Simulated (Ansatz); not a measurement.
# Pulling the pair apart

The pair of Li⁺ (SMILES [Li+], atom 1) and SiH3F (SMILES [SiH3]F, atoms 2–6), both closed shells, in one local arrangement (a lower one may exist), relaxed at PBE0-D4/def2-TZVP:

Li1  (0.144, -0.070, -2.758)
Si2  (-0.036, 0.017, 0.679)
F3  (0.054, -0.024, -1.007)
H4  (-1.398, -0.459, 0.969)
H5  (0.200, 1.433, 1.008)
H6  (1.036, -0.897, 1.109)
(Å)

SiH3F is shifted rigidly along the line between the mean atom positions of the two fragments (negative: closer). Counterpoise interaction energies in kcal/mol. Program: Ansatz 0.2.0. Basis: def2-TZVPPD. Cores are frozen in the correlated methods. The outer core shell of Li, Na, Mg and K is correlated. B3LYP uses VWN-RPA correlation.

```csv
shift (Å),B3LYP-D4,PBE0-D4,MP2
-0.18,-29.85,-29.09,-26.89
-0.09,-32.20,-31.42,-29.55
0.00,-32.85,-32.06,-30.47
0.09,-32.43,-31.65,-30.28
0.21,-30.83,-30.09,-28.97
0.44,-26.81,-26.10,-25.25
0.88,-20.11,-19.25,-18.26
1.75,-10.94,-10.60,-10.18
```

Question: What does CCSD(T) give at these shifts? (An estimate is asked for; the value comes from the calculation.)

Answer: The calculation gives: -27.25, -29.85, -30.70, -30.47, -29.10, -25.30, -18.26, -10.17 kcal/mol. For zero shift, CCSD(T) at an estimated basis limit (MP2 extrapolated from triple and quadruple zeta, plus CCSD(T) − MP2 in triple zeta) gives -31.68 kcal/mol. These are counterpoise interaction energies, counted from the two frozen fragments.

The T1 diagnostic stays at or below 0.011.

For scale, one of the runs: CCSD(T)/def2-TZVPPD, 161 basis functions (an equivalent command: `ansatz run in.yaml --threads 2`). Hardware: 2 CPU threads, shared host. Wall time 11 s; peak host memory 1.2 GiB.
